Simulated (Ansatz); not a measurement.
Computed with Ansatz on PBE0-D4/def2-TZVP structures; ΔE is electronic, products minus reactants. CCSD(T)/CBS is the MP2 limit (def2-TZVPP, def2-QZVPP) plus CCSD(T) − MP2 in def2-TZVPP, frozen cores. This one scheme is used for every species, atoms too. DFT in def2-TZVPP. No spin–orbit coupling; open shells (•) take unrestricted orbitals. Spin–orbit coupling would lower the free atoms: a little for B, C, O. Each species was taken in one conformer, which may not be the lowest.

`OC1BC=C1` → B• + 3 C• + 5 H• + O•  (atomization)

CCSD(T)/CBS gives +4142.5 kJ/mol.

Q: Another level gave +4120.5 kJ/mol. Which?
A. PBE/def2-TZVPP
B. PBE-QIDH/def2-TZVPP
C. BHLYP/def2-TZVPP
D. B2PLYP/def2-TZVPP

A: D. B2PLYP 4120.5, BHLYP 3996.9, PBE-QIDH 4165.0, PBE 4284.0 kJ/mol.

Largest T1 diagnostic among the species: 0.014.

From r2SCAN to r2SCAN0 (25 % exact exchange), in def2-TZVPP and without D4, ΔE moves by −70.7 kJ/mol: exact exchange takes away binding that semilocal exchange gives to molecules. In def2-TZVPP, CCSD(T) changes the Hartree–Fock value by +1019.9 kJ/mol (the triples alone add +73.2 kJ/mol) and MP2 by +1132.0 kJ/mol; breaking electron pairs costs correlation energy, which Hartree–Fock lacks.

For atomizations the MP2-based limit and the directly extrapolated one differ by several kJ/mol either way, and by 10 to 25 for some Ge, Se and Sn compounds, so smaller differences from it don't rank the levels.
